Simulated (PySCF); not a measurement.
A GIAO shielding run with PySCF 2.14.0 with density-fitted response routines (density fitting, non-relativistic, gas phase) on `CCP(=S)(CC)CC`, C6H15PS:

```
$ OMP_NUM_THREADS=1 python probes_run.py task.json out

{"job": {"kind": "nmr", "xc": "PBE0", "basis": "STO-3G", "pop": true}, "charge": 0, "multiplicity": 1}
C      2.874327     0.362085     0.681710
C      1.964266    -0.434425    -0.238543
P      0.421049    -0.987582     0.582824
S      0.719852    -2.061272     2.189714
C     -0.484751    -1.868534    -0.745683
C     -1.840844    -2.386366    -0.295421
C     -0.544112     0.532664     0.933481
C     -0.857805     1.439344    -0.245339
H      3.045009    -0.193257     1.616331
H      2.437011     1.338091     0.943243
H      3.847606     0.550957     0.204781
H      1.697085     0.128618    -1.149087
H      2.456935    -1.365222    -0.564515
H     -0.564243    -1.200831    -1.620512
H      0.176611    -2.702991    -1.031107
H     -2.541743    -1.563775    -0.084297
H     -2.296770    -3.020487    -1.070104
H     -1.731617    -2.981055     0.623976
H      0.029841     1.055820     1.715379
H     -1.458521     0.174812     1.433399
H     -1.418744     2.325577     0.088217
H      0.055718     1.800790    -0.742185
H     -1.473863     0.931053    -1.002816
```

Hardware: 1 thread of an Intel Xeon Platinum 8259CL, shared host. The job also computes population analyses, field gradients.

**Question.** How large is the calculation?

**Answer.** 82 electrons, 63 basis functions and 976 auxiliary functions.

**Question.** How long does it take, and how much memory does it need?

**Answer.** 16 s of wall time, with 11 SCF cycles and 5 response iterations; peak memory 0.57 GiB. Times on a shared host scatter by some tens of per cent.

**Question.** And these other runs on the same molecule and hardware: GIAO shielding at CAM-B3LYP/pcSseg-1; GIAO shielding at PBE0/6-311+G(2d,p); GIAO shielding at PBE0/6-31G; GIAO shielding at PBE0/6-31G*; GIAO shielding at WP04/pcSseg-1?

**Answer.** CAM-B3LYP/pcSseg-1: 225 functions, 90 s; PBE0/6-311+G(2d,p): 322 functions, 120 s; PBE0/6-31G: 110 functions, 28 s; PBE0/6-31G*: 150 functions, 40 s; WP04/pcSseg-1: 225 functions, 63 s.
